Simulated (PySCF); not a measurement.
Isomers of C8H9N3, mass 147.080 u with the commonest isotopes. Computed with PBE0/pcSseg-1 in PySCF (dipole) on a GFN2-xTB geometry, gas phase. One conformer each, none proved a minimum here; rigid rotors.

Problem. Order these by rotational constant C, smallest first.
A. `[CH3:1][CH2:2][c:3]1[cH:4][cH:5][cH:6][c:7]2[cH:8][n:9][n:10][n:11]12` with C1–C2–C3–C4 105°
B. `[CH3:1][CH:2]([CH3:3])[c:4]1[cH:5][n:6][n:7][cH:8][c:9]1[C:10]#[N:11]` with C1–C2–C4–C5 61°
C. `[CH3:1][CH2:2][c:3]1[n:4][n:5][c:6]([CH3:7])[cH:8][c:9]1[C:10]#[N:11]` with C1–C2–C3–N4 98°
D. `Cc1nnn2c(C)cccc12`
E. `[CH3:1][CH:2]([CH3:3])[c:4]1[cH:5][n:6][n:7][c:8]([C:9]#[N:10])[cH:11]1` with C1–C2–C4–C5 -56°
F. `Cc1cccc2nnn(C)c12`
G. `[CH3:1][c:2]1[c:3]([C:4]#[N:5])[cH:6][n:7][n:8]1[CH:9]1[CH2:10][CH2:11]1` with N7–N8–C9–C10 -20°

Solution. E (580.0 MHz), G (593.9 MHz), C (633.2 MHz), B (700.1 MHz), D (718.1 MHz), F (742.4 MHz), A (765.6 MHz).

Problem. Order these by out-of-plane moment Σ m c² = (Ia + Ib − Ic)/2, smallest first.
A. `[CH3:1][CH:2]([CH3:3])[c:4]1[cH:5][n:6][n:7][cH:8][c:9]1[C:10]#[N:11]` with C1–C2–C4–C5 61°
B. `[CH3:1][c:2]1[c:3]([C:4]#[N:5])[cH:6][n:7][n:8]1[CH:9]1[CH2:10][CH2:11]1` with N7–N8–C9–C10 -20°
C. `[CH3:1][CH:2]([CH3:3])[c:4]1[cH:5][n:6][n:7][c:8]([C:9]#[N:10])[cH:11]1` with C1–C2–C4–C5 -56°
D. `[CH3:1][CH2:2][n:3]1[n:4][c:5]2[cH:6][cH:7][cH:8][cH:9][c:10]2[n:11]1` with C1–C2–N3–N4 -89°
E. `[CH3:1][CH2:2][c:3]1[n:4][n:5][c:6]([CH3:7])[cH:8][c:9]1[C:10]#[N:11]` with C1–C2–C3–N4 98°
F. `[CH3:1][CH2:2][c:3]1[cH:4][cH:5][cH:6][c:7]2[cH:8][n:9][n:10][n:11]12` with C1–C2–C3–C4 105°
G. `c1c(c2n(C)nnc2cc1)C`

Solution. G (3.17 u·Å²), F (20.93 u·Å²), B (21.46 u·Å²), D (24.04 u·Å²), E (25.60 u·Å²), C (53.44 u·Å²), A (54.15 u·Å²).

Problem. Order these by radius of gyration √(Σ m r²/M), smallest first.
A. `[CH3:1][CH2:2][c:3]1[n:4][n:5][c:6]([CH3:7])[cH:8][c:9]1[C:10]#[N:11]` with C1–C2–C3–N4 98°
B. `Cc1cccc2nnn(C)c12`
C. `[CH3:1][c:2]1[c:3]([C:4]#[N:5])[cH:6][n:7][n:8]1[CH:9]1[CH2:10][CH2:11]1` with N7–N8–C9–C10 -20°
D. `Cc1nnn2c1cccc2C`
E. `[CH3:1][CH:2]([CH3:3])[c:4]1[cH:5][n:6][n:7][cH:8][c:9]1[C:10]#[N:11]` with C1–C2–C4–C5 61°
F. `[CH3:1][CH:2]([CH3:3])[c:4]1[cH:5][n:6][n:7][c:8]([C:9]#[N:10])[cH:11]1` with C1–C2–C4–C5 -56°

Solution. B (2.156 Å), D (2.192 Å), E (2.297 Å), A (2.366 Å), C (2.436 Å), F (2.507 Å).

```json
{"SMILES": "CCc1nnc(C)cc1C#N", "point group": "C1", "Ia (u·Å²)": "278.10", "Ib (u·Å²)": "571.19", "Ic (u·Å²)": "798.09", "κ": "-0.58", "μa (D)": "1.69", "μb (D)": "0.93", "μc (D)": "0.58"}
{"SMILES": "CCn1nc2ccccc2n1", "point group": "Cs", "Ia (u·Å²)": "151.09", "Ib (u·Å²)": "686.35", "Ic (u·Å²)": "789.35", "κ": "-0.93", "μa (D)": "0.95", "μb (D)": "0.00", "μc (D)": "0.14"}
{"SMILES": "Cc1cccc2nnn(C)c12", "point group": "near Cs", "Ia (u·Å²)": "295.62", "Ib (u·Å²)": "391.47", "Ic (u·Å²)": "680.75", "κ": "0.13", "μa (D)": "0.80", "μb (D)": "4.52", "μc (D)": "0.02"}
{"SMILES": "Cc1c(C#N)cnn1C1CC1", "point group": "C1", "Ia (u·Å²)": "172.20", "Ib (u·Å²)": "721.72", "Ic (u·Å²)": "851.01", "κ": "-0.91", "μa (D)": "5.25", "μb (D)": "2.20", "μc (D)": "0.17"}
{"SMILES": "Cc1nnn2c(C)cccc12", "point group": "Cs", "Ia (u·Å²)": "245.67", "Ib (u·Å²)": "464.31", "Ic (u·Å²)": "703.74", "κ": "-0.45", "μa (D)": "2.36", "μb (D)": "3.46", "μc (D)": "0.00"}
{"SMILES": "CC(C)c1cnncc1C#N", "point group": "Cs", "Ia (u·Å²)": "373.65", "Ib (u·Å²)": "456.51", "Ic (u·Å²)": "721.87", "κ": "0.25", "μa (D)": "3.29", "μb (D)": "1.13", "μc (D)": "0.00"}
{"SMILES": "CCc1cccc2cnnn12", "point group": "C1", "Ia (u·Å²)": "307.77", "Ib (u·Å²)": "394.19", "Ic (u·Å²)": "660.11", "κ": "0.18", "μa (D)": "0.99", "μb (D)": "4.26", "μc (D)": "0.32"}
{"SMILES": "CC(C)c1cnnc(C#N)c1", "point group": "near Cs", "Ia (u·Å²)": "213.64", "Ib (u·Å²)": "764.55", "Ic (u·Å²)": "871.32", "κ": "-0.91", "μa (D)": "6.72", "μb (D)": "2.10", "μc (D)": "0.14"}
```
